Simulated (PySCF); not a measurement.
Species: C6H15P.
SMILES with atom numbers: `[CH3:1][CH2:2][P:3]([CH2:4][CH3:5])[CH2:6][CH3:7]` (hydrogens: H8, H9, H10 on C1; H11, H12 on C2; H13, H14 on C4; H15, H16, H17 on C5; H18, H19 on C6; H20, H21, H22 on C7)

Computed with PySCF at PBE0/def2-SVPD, non-relativistic, on one gas-phase PBE0-D3(BJ)/def2-SVP geometry that isn't relaxed in the solvent. The solvent is an IEF-PCM continuum (Bondi radii, 1.10 Å for H, scaled by 1.2), and excitations are vertical TDDFT with non-equilibrium linear response and a frozen core. The model holds no explicit solvent molecules, cavitation or dispersion.

Gas-phase singlets (H = HOMO, L = LUMO):

| state | E (eV) | λ (nm) | f | leading configurations |
| --- | --- | --- | --- | --- |
| S1 | 6.111 | 203 | 0.085 | H→L+1 98% |
| S2 | 6.114 | 203 | 0.085 | H→L+2 98% |
| S3 | 6.162 | 201 | 0.021 | H→L 99% |
| S4 | 6.798 | 182 | 0.153 | H→L+3 99% |
| S5 | 6.955 | 178 | 0.033 | H→L+4 93% |

Task: What are the lowest 5 singlets in chloroform (ε = 4.711)?

Result: 
```csv
state,E (eV),λ (nm),f,leading configurations,change by rank (eV)
S1,6.194,200,0.138,H→L 96%,+0.083
S2,6.197,200,0.137,H→L+1 96%,+0.083
S3,6.386,194,0.023,H→L+2 98%,+0.224
S4,6.889,180,0.264,H→L+3 97%,+0.091
S5,7.064,176,0.031,H→L+4 93%,+0.109
```

Task: Give the list for methanol (ε = 32.61), n² = 1.77.

Result: 
```
state  E (eV)  λ (nm)      f  leading configurations  change by rank (eV)
   S1   6.264     198  0.135                 H→L 96%               +0.153
   S2   6.268     198  0.135               H→L+1 96%               +0.154
   S3   6.506     191  0.012               H→L+2 99%               +0.344
   S4   6.955     178  0.283               H→L+3 98%               +0.157
   S5   7.146     174  0.026               H→L+4 93%               +0.191
```

Task: The ground-state energy changes by -0.127 eV from gas to methanol. By how much does the total energy of gas-phase S3 change?

Result: E(S3) = E(S0) + excitation energy, so it changes by -0.127 + 0.344 = +0.217 eV: it isn't lowered at all, while the ground state is. This is the vertical state, with the slow part of the continuum still set for S0.

Task: How do the frontier levels move from gas to methanol?

Result: 
```tsv
orbital	gas (eV)	solvent (eV)	change (eV)	Löwdin shares, gas	Löwdin shares, solvent
LUMO+2	0.84	1.03	+0.19	C7 14 %, P3 12 %, C2 10 %, C1 9 %	C5 9 %, C1 9 %, C7 9 %, C4 7 %
LUMO+1	0.84	0.92	+0.08	C5 15 %, P3 12 %, C4 8 %, C1 8 %	P3 17 %, C7 14 %, C2 10 %, C1 7 %
LUMO	0.82	0.92	+0.10	C6 8 %, C2 8 %, C4 8 %, C1 8 %	P3 17 %, C5 14 %, C4 9 %, C1 8 %
HOMO	-6.26	-6.41	-0.15	P3 59 %, C6 10 %, C2 10 %, C4 10 %	P3 59 %, C2 10 %, C6 10 %, C4 10 %
HOMO-1	-8.43	-8.32	+0.11	C2 22 %, P3 20 %, C6 12 %, C1 8 %	C2 23 %, P3 19 %, C6 11 %, C1 9 %
HOMO-2	-8.43	-8.32	+0.11	C4 22 %, P3 20 %, C6 14 %, C5 10 %	C4 20 %, P3 19 %, C6 16 %, C5 10 %
HOMO-3	-9.64	-9.50	+0.14	C7 14 %, C5 14 %, C4 12 %, C6 12 %	C5 16 %, C4 15 %, C7 10 %, C6 9 %
```

The HOMO–LUMO gap goes from 7.09 to 7.33 eV. Rows go by rank; for LUMO, LUMO+1 and LUMO+2 the atom shares or the degeneracy differ between the runs, so the row needn't follow one orbital. Shares within a degenerate set are those of one arbitrary member.

Shape of the structure used: `[CH3:1][CH2:2][P:3]([CH2:4][CH3:5])[CH2:6][CH3:7]`: C1–C2–P3–C4 178°, C2–P3–C4–C5 77°, C2–P3–C6–C7 178°.
